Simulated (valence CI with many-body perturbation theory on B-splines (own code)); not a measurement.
The numbers below are computed, except where a source is named.
# Basis-set convergence for Ga25+

Level of theory: valence CI with perturbative core correlation (CI+MBPT): four valence electrons over a frozen Dirac-Fock core [He], a basis of 9 s, 9 p, 8 d, 6 f, 3 g, 1 h functions for each j, with the one-electron correlation potential Σ1, the two-electron term Σ2, the three-electron term Σ3, Breit, model QED; selected CI, second order for the rest, scaled by the run's own slope (own B-spline code, finite nucleus).

No measured levels were compared; by estimate levels of excited configurations hold to 0.05 to 0.15 % of their energy, terms of the ground configuration to about 0.5 %. Among the levels kept, up to 480 cm⁻¹ of a level comes from second order outside the variational space, and about a tenth of that is noise between levels of different J, which matters for small intervals.

The reference run has the lowest level 2s2 2p2 3P_0 and an ionisation energy of 2547.73 eV. Its largest variational space holds 25901 state functions.

Names give the largest LS component (configuration and term), which can be under half, so a name can repeat, a term be missing and a line seem to break the LS rules; names also repeat where a configuration has a term twice.

Changed runs:
A. basis 6 s, 6 p, 5 d, 3 f, 1 g
B. basis 5 s, 5 p, 4 d, 2 f

Excitation energies of the reference run in cm⁻¹, and shifts in cm⁻¹:

```
                 Level  Reference       A      B
          2s2 2p2 3P_1     186782     -36   -116
          2s2 2p2 3P_2     251117     +39    +95
          2s2 2p2 1D_2     491904     +65   +181
          2s2 2p2 1S_0     651685    +143   +462
          2s 2p3 5S°_2     769411    -252   -789
          2s 2p3 3D°_1    1098830     +75   +252
          2s 2p3 3D°_2    1124020     +39   +132
          2s 2p3 3D°_3    1194960     +64   +167
          2s 2p3 3P°_0    1335540     +93   +333
          2s 2p3 3P°_1    1359580     +87   +301
          2s 2p3 3P°_2    1401420    +110   +353
          2s 2p3 3S°_1    1527900    +149   +517
Ionisation energy (eV)    2547.73  -0.021  -0.08
```
